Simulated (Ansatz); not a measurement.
Ansatz (a quantum-chemistry and plane-wave program) input (RI-MP2/def2-TZVPPD):
A basis named .json is the Basis Set Exchange file of that set.

Ansatz 0.2 input:
```yaml
crystal:
  periodic: [false, false, false]
  atoms:
    - {symbol: Pt, position_ang: [-0.00000000, -0.00000000, -0.11970532]}
    - {symbol: C, position_ang: [0.00000000, 0.00000000, 1.55616920]}
basis:
  gaussian:
    orbitals: def2-TZVPPD.json
    fitting: {mean_field: def2-universal-jkfit, correlation: def2-TZVPPD-RIFIT.json}
magnetization: {spin_polarized: false}
correlation: {method: mp2, electrons: outside_noble_gas}
```

End of the output:

```
integrals: 0.03 GiB planned
302 factors; integrals over basis functions are off by at most 3.2e-1 eV
285 factors; integrals over basis functions are off by at most 8.9e-1 eV
mean field: 0.13 GiB planned
mean field evaluation 1: about -4246.9933 eV, gradient 3.0e1 eV
mean field evaluation 2: about -4244.7558 eV, gradient 5.0e1 eV
mean field evaluation 4: about -4249.0319 eV, gradient 2.5e0 eV
mean field evaluation 8: about -4249.0590 eV, gradient 3.0e-4 eV
mean field -4249.05896346 eV, -156.1500367915 hartree, gradient 1.6e-6 eV, S^2 0.000000; 0 other end points of the search recorded, 0 dependent functions left out; unrestricted orbitals would lower it
5 core orbitals not correlated
reference -4249.05896346 eV, -156.1500367915 hartree; 7, 7 occupied and 84, 84 virtual orbitals, 285 factors
second order -15.89017289 eV of doubles, -0.00000000 eV of singles
Total energy: -4264.94913635 eV, -156.7339898745 hartree
```
